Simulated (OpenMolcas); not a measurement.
# Levels of Kr VII by method

```json
{"Program": "OpenMolcas 26.06", "Basis": "ANO-R2 [6s5p4d3f1g]", "Scalar Hamiltonian": "X2C, finite nucleus", "Active space": "2 electrons in 9 orbitals (RAS2 4s 4p; RAS3 4d, at most 2 electrons)", "State averaging": "2S+1 = 3 even, 3 roots; 2S+1 = 1 even, 7 roots; 2S+1 = 3 odd, 3 roots; 2S+1 = 1 odd, 3 roots", "Spin-orbit coupling": "state interaction with AMFI integrals over the reference wave functions, term energies averaged over their components"}
```

Methods on the same reference wave functions:
A. RASSCF
B. SS-RASPT2, IPEA 0.25 Eh, imaginary shift 0.1 Eh (closed shells correlated: 3d)
C. MS-RASPT2, IPEA 0.25 Eh, imaginary shift 0.1 Eh (closed shells correlated: 3d)

Energies in eV above 4s2 1S0, the measured ground level; measured values from Saloman, J. Phys. Chem. Ref. Data 36, 215 (2007).

```csv
Level,A,B,C,Measured
4s2 1S0,0.0000,0.0000,0.0000,0.0000
4s 4p 3P* 0,14.0894,14.496,14.512,14.5545
4s 4p 3P* 1,14.4075,14.810,14.826,14.8899
4s 4p 3P* 2,15.1418,15.548,15.565,15.6906
4s 4p 1P* 1,21.3531,21.010,21.026,21.1808
4p2 3P0,33.7680,33.955,33.971,34.0872
4p2 1D2 [66 %],34.1041,34.523,34.539,34.6802
4p2 3P1,34.2580,34.458,34.474,34.6430
4p2 3P2 [66 %],35.1804,35.463,35.480,35.7310
```

Deviations, from unrounded energies. A percentage is the sum of absolute deviations over the sum of measured energies, with the sign that they share, or ± where signs differ.

| Against measurement | Levels | A | B | C |
| --- | --- | --- | --- | --- |
| mean absolute deviation (cm-1) | 8 | 3500 | 1200 | 1100 |
| other configurations (%) | 8 | ±1.7 | -0.6 | -0.5 |

C lies closest to measurement on these levels and A furthest from it. The largest miss of C in the table is 4p2 3P2 [66 %], by -2000 cm-1. The ranking rests on the paired levels alone, and a cruder setting can come out closer through cancelling errors.

Between B and C the level of the table that moves most is 4s 4p 1P* 1, by 130 cm-1 (lowest in B, highest in C). Moves below CASPT2's spread within the term are not significant.

The lowest spin-free term lies below A's lowest term by 0.416 hartree in B, 0.416 hartree in C.

Term energies are means over components that CASPT2 splits; among the terms shown or strongly mixed into the levels shown the widest spread is 22 cm-1 (4p2 1D, C). Active for correlation alone: 4d; no level in the range computed is led by a configuration that fills it, so any true level of that kind is missing. Some terms mix strongly with configurations of 4d, whose occupation reaches 0.16 (4p2 1D). Measured partners are found by configuration, term and J. A level has none where our copy of the source lacks it or the pairing is in doubt (some pairs that miss far off the trend of their configuration count as doubtful), and it then counts in no deviation. Only configurations of the active space appear. The table leaves out levels that lie high or whose names do not pair safely across all columns.

A share in square brackets marks a mixed level and gives the weight of the term that names it, the lowest over the columns. * marks odd parity.
